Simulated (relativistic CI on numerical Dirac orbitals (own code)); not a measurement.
Method of calculation: Dirac-Coulomb-Breit CI, separate exchange-only KLI orbitals for each configuration, a model potential for QED, unscaled Slater integrals (own radial code, finite nucleus).

Configurations in the expansion (outside the closed core [Ne]): 3s2, 3s.3p, 3p2, 3s.3d, 3d2, 3p.3d, 3p.4s, 3d.4s, 3s.4s, 3s.4p, 3s.4d, 3s.4f, 3s.5s, 3s.5p, 3s.5d, 4s2, 3s.5f, 3s.5g, 3s.6s, 3s.6p, 3s.6d. Levels of other configurations are missing.

At this charge energies of transitions that change n are usually good to better than 1 %, and those within a shell (Δn = 0) to a few per cent.

Outline of the computed level scheme of Os LXV. Lowest level of each configuration: 3s2 1S_0 at 0.00 eV; 3s.3p 3P°_0 at 145.51 eV; 3p2 3P_0 at 348.05 eV; 3s.3d 3D_1 at 786.16 eV; 3p.3d 3F°_2 at 942.94 eV; 3d2 3F_2 at 1586.61 eV; 3s.4s 3S_1 at 3419.36 eV; 3s.4p 3P°_0 at 3495.48 eV; 3p.4s 3P°_1 at 3591.59 eV.

Some strong electric-dipole decays among the lowest 43 levels: 3s.4s 1S_0 → 3s.3p 1P°_1 (5.7e+13 s⁻¹); 3p.4s 3P°_0 → 3p2 3P_1 (5.4e+13 s⁻¹); 3s.4p 1P°_1 → 3s2 1S_0 (5.2e+13 s⁻¹); 3s.4s 3S_1 → 3s.3p 3P°_2 (4.7e+13 s⁻¹); 3s.4p 3P°_1 → 3s2 1S_0 (4.5e+13 s⁻¹); 3p.4s 3P°_1 → 3p2 1D_2 (3.7e+13 s⁻¹); 3s.4s 1S_0 → 3s.3p 3P°_1 (1.5e+13 s⁻¹); 3s.4s 3S_1 → 3s.3p 3P°_1 (1.4e+13 s⁻¹).

LS names give the leading component of a level, which can be under half, so a name can repeat, a term be missing and a line seem to break the LS rules.
